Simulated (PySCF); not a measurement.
Compound: C11H12.
Cartesian coordinates in Å at the PBE0-D3(BJ)/def2-SVP level; atoms count from 1:
```
atom  x, y, z in Å
C1     3.774   -0.548    0.864
C2     3.140    0.434    0.207
C3     1.883    0.255   -0.482
C4     1.034    1.066   -1.152
C5    -0.001   -0.017   -1.378
C6    -0.972   -0.280   -0.229
C7    -2.285    0.273    0.063
C8    -2.846    1.161   -0.776
C9    -2.950   -0.188    1.326
C10   -0.123   -1.112    0.414
C11    0.977   -0.968   -0.619
H12    4.720   -0.375    1.383
H13    3.360   -1.561    0.902
H14    3.575    1.439    0.178
H15    1.041    2.135   -1.381
H16   -0.334   -0.244   -2.402
H17   -3.826    1.600   -0.573
H18   -2.335    1.474   -1.691
H19   -2.330    0.056    2.203
H20   -3.078   -1.283    1.322
H21   -3.937    0.276    1.458
H22   -0.163   -1.637    1.371
H23    1.385   -1.867   -1.105
```

Computed, not measured: PBE0-D3(BJ)/def2-SVP geometry optimisation, gas phase (PySCF).

Take the most abundant isotopes and a rigid rotor. The values belong to one conformer with, in the numbering `[CH2:1]=[CH:2][C:3]1=[CH:4][C@@H:5]2[C:6]([C:7](=[CH2:8])[CH3:9])=[CH:10][C@H:11]12`, C1–C2–C3–C4 177°, C5–C6–C7–C8 1°.

Question: Give the principal moments of inertia and the rotational constants in MHz.

Answer: Ia = 193.28, Ib = 787.69, Ic = 872.99 u·Å²; 505379 MHz·u·Å²/I gives A = 2615, B = 641.6, C = 578.9 MHz.

Question: What kind of rotor is it?

Answer: A near-prolate asymmetric top. Ray's parameter κ = (2B − A − C)/(A − C) = -0.938; −1 is the prolate and +1 the oblate limit.

Question: Is it planar, by Δ = Ic − Ia − Ib?

Answer: Not planar: Δ = Ic − Ia − Ib = -107.98 u·Å². For a rigid frame Δ = −2 Σ m c², so Σ m c² = 53.99 u·Å² lies off the ab plane: 14.44 from hydrogen and 39.55 from heavier atoms. The atom farthest from that plane is 2.01 Å away.

Question: Which types of transition are allowed, and where do some lines up to J = 5 fall?

Answer: The dipole components are |μa| = 0.12 D, |μb| = 0.32 D, |μc| = 0.19 D. Intensities carry the squares of the components, which stand as 0.14 : 1.00 : 0.35 (a : b : c). Some lines, for components of 0.1 D or more:

```csv
type,branch,"J(Ka,Kc)",MHz,lower level (cm⁻¹)
b,R,"2(0,2) ← 1(1,1)",466,0.107
a,Q,"5(1,4) ← 5(1,5)",940,0.662
b,R,"3(0,3) ← 2(1,2)",1744,0.186
b,Q,"1(1,0) ← 1(0,1)",2036,0.041
b,Q,"4(1,3) ← 4(0,4)",2336,0.406
b,Q,"5(1,4) ← 5(0,5)",2515,0.609
a,R,"3(1,3) ← 2(1,2)",3567,0.186
b,R,"2(1,2) ← 1(0,1)",4351,0.041
a,R,"4(3,1) ← 3(3,0)",4885,0.846
a,R,"4(1,3) ← 3(1,2)",5004,0.317
b,Q,"2(2,1) ← 2(1,2)",6107,0.186
b,R,"4(1,4) ← 3(0,3)",6577,0.244
c,R,"2(2,0) ← 1(1,0)",8425,0.109
b,R,"2(2,0) ← 1(1,1)",8487,0.107
c,R,"5(1,4) ← 4(0,4)",8589,0.406
b,Q,"5(3,2) ← 5(2,3)",9985,0.880
c,Q,"3(3,1) ← 3(2,1)",10016,0.512
b,Q,"3(3,0) ← 3(2,1)",10016,0.512
b,Q,"3(3,1) ← 3(2,2)",10023,0.512
b,Q,"4(3,2) ← 4(2,3)",10027,0.675
b,Q,"5(3,3) ← 5(2,4)",10035,0.878
c,R,"3(3,0) ← 2(2,0)",13683,0.390
b,Q,"4(4,1) ← 4(3,2)",14029,1.009
b,R,"4(3,1) ← 3(2,2)",14908,0.512
c,R,"5(3,3) ← 4(2,3)",16135,0.675
```

Not checked by PBE0-D3(BJ)/def2-SVP frequencies. Zero-point vibration and centrifugal distortion are left out. A rigid rotor knows nothing of internal rotation, which can split or shift real lines.
